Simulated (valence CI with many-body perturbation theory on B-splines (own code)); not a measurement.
**E1 line list for Er¹⁹⁺**

Calculated by relativistic CI+MBPT: three valence electrons over a frozen Dirac-Fock core [Kr] 4d10, radial functions for each j: 7 s, 7 p, 7 d, 7 f, 4 g, 2 h, with the one-electron correlation potential Σ1 (screened to all orders), the two-electron term Σ2, the three-electron term Σ3, Breit, model QED; selected single and double excitations, second order for the rest, scaled by the run's own slope (own B-spline code, finite nucleus).

No measured spectrum was set against this ion. As an estimate, terms of the open shell hold to a few per cent of their energy, and close levels can change places. The list stops below the first excitations out of the core.

Lines 151 to 200 of 559 in falling wavelength, among levels below 1077400 cm⁻¹, chosen from the strongest by gf and those to the six lowest levels. Wavelengths and rates use the calculated energies, so an error of 2000 cm⁻¹ moves a line at 34.52 nm by 0.69 % and its rate by three times that or more. Electric multipoles are in the length gauge, E1 and E2 with the static RPA response of the core. Weak lines are less certain than strong ones. Lines between different terms over intervals too small for the method are left out, as are lines whose strength nearly cancels. Where a level lies close to another of its J and parity, the split of strength between their lines is uncertain. The highest levels of a list are the least certain.

Levels are named by their leading jj configuration (3d3/2^4 stands for four electrons in 3d with j = 3/2), which in mixed levels can hold well under half, so a name can repeat and another be missing. Letters in brackets count levels of one name in rising energy.

```csv
λ vac (nm),Upper,Lower,A (s⁻¹),log gf,Branch %
34.52,(4f5/2 4f7/2 5p1/2) J=9/2 [b],(4f5/2^2 5s) J=9/2,4.51e+07,-2.09,0.5
34.44,(4f7/2^2 5p1/2) J=11/2,(4f5/2^2 5s) J=9/2,2.21e+07,-2.33,0.2
34.21,(4f7/2^2 5p1/2) J=5/2,(4f7/2^2 5s) J=7/2,4.94e+08,-1.28,5.3
34.04,(4f5/2 4f7/2 5p1/2) J=9/2 [b],(4f5/2^2 5s) J=7/2,9.38e+07,-1.79,1.0
33.88,(4f5/2 4f7/2 5p1/2) J=5/2 [b],(4f5/2 4f7/2 5s) J=7/2 [a],5.25e+08,-1.27,5.6
33.87,(4f5/2 4f7/2 5p1/2) J=11/2 [b],(4f7/2^2 5s) J=11/2,3.36e+07,-2.16,0.4
33.40,(4f5/2 4f7/2 5p1/2) J=3/2 [b],(4f5/2 4f7/2 5s) J=5/2 [a],3.48e+08,-1.63,3.6
33.32,(4f5/2 4f7/2 5p1/2) J=3/2 [a],(4f5/2^2 5s) J=5/2,1.08e+08,-2.14,1.2
33.22,(4f5/2 4f7/2 5p3/2) J=1/2 [a],(4f7/2^2 5s) J=1/2,8.80e+08,-1.54,3.5
33.06,(4f5/2 4f7/2 5p3/2) J=3/2 [b],(4f7/2^2 5s) J=1/2,1.61e+08,-1.98,0.6
32.87,(4f5/2 4f7/2 5p1/2) J=11/2 [b],(4f5/2 4f7/2 5s) J=9/2 [b],1.94e+07,-2.42,0.2
32.85,(4f5/2 4f7/2 5p1/2) J=5/2 [b],(4f5/2^2 5s) J=3/2,8.70e+07,-2.07,0.9
32.68,(4f5/2 4f7/2 5p1/2) J=13/2,(4f7/2^2 5s) J=13/2,6.19e+07,-1.86,0.7
32.41,(4f5/2^2 5p1/2) J=1/2,(4f5/2^2 5s) J=3/2,4.81e+08,-1.82,5.2
32.14,(4f7/2^2 5p3/2) J=3/2 [a],(4f7/2^2 5s) J=1/2,2.14e+08,-1.88,0.8
32.14,(4f5/2 4f7/2 5p1/2) J=1/2,(4f5/2^2 5s) J=3/2,2.04e+08,-2.20,2.3
31.93,(4f5/2 4f7/2 5p1/2) J=3/2 [b],(4f5/2^2 5s) J=5/2,2.21e+08,-1.87,2.3
31.87,(4f7/2^2 5p1/2) J=1/2,(4f7/2^2 5s) J=3/2,4.21e+08,-1.89,3.5
31.73,(4f7/2^2 5p1/2) J=5/2,(4f5/2 4f7/2 5s) J=7/2 [a],1.13e+08,-1.99,1.2
31.72,(4f5/2 4f7/2 5p1/2) J=11/2 [b],(4f5/2 4f7/2 5s) J=11/2 [a],2.89e+07,-2.28,0.3
31.72,(4f7/2^2 5p3/2) J=1/2,(4f7/2^2 5s) J=1/2,1.09e+09,-1.48,4.2
31.67,(4f5/2^2 5s) J=7/2,(4f5/2^2 4f7/2) J=9/2,1.64e+03,-6.71,2.7
31.67,(4f5/2 4f7/2 5p1/2) J=13/2,(4f5/2 4f7/2 5s) J=11/2 [a],3.88e+07,-2.09,0.4
31.26,(4f5/2^2 5s) J=9/2,(4f5/2^2 4f7/2) J=9/2,2.40e+03,-6.45,3.1
30.97,(4f5/2^2 5p3/2) J=1/2,(4f7/2^2 5s) J=3/2,1.41e+08,-2.39,0.5
30.75,(4f5/2^2 5p3/2) J=5/2 [b],(4f7/2^2 5s) J=3/2,2.27e+08,-1.71,0.8
30.50,(4f5/2^2 5p3/2) J=3/2,(4f5/2 4f7/2 5s) J=1/2,7.58e+08,-1.37,2.8
30.33,(4f5/2 4f7/2 5s) J=11/2 [a],(4f5/2^2 4f7/2) J=9/2,8.77e+03,-5.84,10.3
30.25,(4f7/2^2 5p1/2) J=1/2,(4f5/2 4f7/2 5s) J=3/2 [b],2.76e+08,-2.12,2.3
30.24,(4f5/2^2 5p3/2) J=1/2,(4f5/2 4f7/2 5s) J=1/2,1.48e+08,-2.39,0.6
30.22,(4f5/2 4f7/2 5p3/2) J=9/2 [a],(4f5/2 4f7/2 5s) J=11/2 [b],4.28e+07,-2.23,0.2
30.12,(4f5/2 4f7/2 5p3/2) J=3/2 [a],(4f7/2^2 5s) J=3/2,1.65e+08,-2.05,0.6
30.10,(4f5/2^2 5s) J=3/2,(4f5/2^3) J=3/2,1.22e+05,-5.18,47.9
29.87,(4f5/2 4f7/2 5s) J=9/2 [a],(4f5/2^2 4f7/2) J=9/2,1.41e+04,-5.72,5.9
29.81,(4f5/2^2 5s) J=5/2,(4f5/2^3) J=3/2,6.71e+04,-5.27,24.1
29.81,(4f7/2^2 5p1/2) J=1/2,(4f5/2^2 5s) J=1/2,1.20e+08,-2.49,1.0
29.79,(4f5/2^2 5p3/2) J=9/2,(4f7/2^2 5s) J=7/2,3.17e+07,-2.37,0.1
29.78,(4f5/2 4f7/2 5p3/2) J=11/2 [a],(4f5/2 4f7/2 5s) J=11/2 [b],9.56e+07,-1.82,0.4
29.77,(4f5/2 4f7/2 5p3/2) J=11/2 [a],(4f5/2 4f7/2 5s) J=13/2,8.92e+07,-1.85,0.3
29.75,(4f5/2 4f7/2 5p3/2) J=7/2 [b],(4f7/2^2 5s) J=5/2,9.56e+07,-1.99,0.3
29.68,(4f5/2 4f7/2 5p3/2) J=1/2 [b],(4f7/2^2 5s) J=1/2,2.43e+08,-2.19,0.8
29.68,(4f5/2^2 5p3/2) J=3/2,(4f5/2 4f7/2 5s) J=3/2 [b],7.45e+07,-2.41,0.3
29.60,(4f7/2^2 5p3/2) J=3/2 [b],(4f7/2^2 5s) J=1/2,6.63e+07,-2.46,0.2
29.54,(4f5/2 4f7/2 5s) J=7/2 [a],(4f5/2^2 4f7/2) J=9/2,8.17e+03,-6.07,3.0
29.52,(4f7/2^2 5p1/2) J=1/2,(4f5/2 4f7/2 5s) J=3/2 [a],2.72e+09,-1.15,22.3
29.46,(4f5/2 4f7/2 5p3/2) J=5/2 [b],(4f7/2^2 5s) J=3/2,2.14e+08,-1.78,0.8
29.43,(4f5/2 4f7/2 5p3/2) J=3/2 [a],(4f5/2 4f7/2 5s) J=1/2,1.02e+08,-2.28,0.4
29.42,(4f5/2 4f7/2 5p3/2) J=11/2 [b],(4f5/2 4f7/2 5s) J=13/2,3.29e+07,-2.29,0.1
29.38,(4f5/2 4f7/2 5p3/2) J=3/2 [a],(4f7/2^2 5s) J=5/2,1.40e+08,-2.14,0.5
29.35,(4f5/2 4f7/2 5s) J=9/2 [b],(4f5/2^2 4f7/2) J=9/2,7.51e+04,-5.01,31.0
```
